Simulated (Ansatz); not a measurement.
`[OH][Al]([SH])[SH]` and `[OH][In]([SH])[SH]` differ in one element.

Ansatz, PBE0-D4/def2-TZVP geometries, multiplicity 1. Each molecule was computed in one conformer, which needn't be the lowest.

Elements past krypton have def2 core potentials.

```
                               property  `[OH][Al]([SH])[SH]`
      LUMO energy (PBE/def2-TZVPP) / eV                 -1.37
   HOMO–LUMO gap (PBE0/def2-TZVPP) / eV                  7.14
      HOMO energy (PBE/def2-TZVPP) / eV                 -6.46
HOMO–LUMO gap (ωB97M-V/def2-TZVPP) / eV                 10.90
    HOMO energy (B3LYP/def2-TZVPP) / eV                 -7.41
  HOMO–LUMO gap (B3LYP/def2-TZVPP) / eV                  6.58
```

Task: What does the change do to each property? (Estimate.)

Result: Computed: 
| property | `[OH][In]([SH])[SH]` | shift |
| --- | --- | --- |
| LUMO energy (PBE/def2-TZVPP) / eV | -2.59 | -1.22 |
| HOMO–LUMO gap (PBE0/def2-TZVPP) / eV | 5.91 | -1.23 |
| HOMO energy (PBE/def2-TZVPP) / eV | -6.41 | 0.05 |
| HOMO–LUMO gap (ωB97M-V/def2-TZVPP) / eV | 9.94 | -0.96 |
| HOMO energy (B3LYP/def2-TZVPP) / eV | -7.38 | 0.03 |
| HOMO–LUMO gap (B3LYP/def2-TZVPP) / eV | 5.34 | -1.24 |

B3LYP here is the variant with VWN-RPA as its local correlation; programs differ in this.
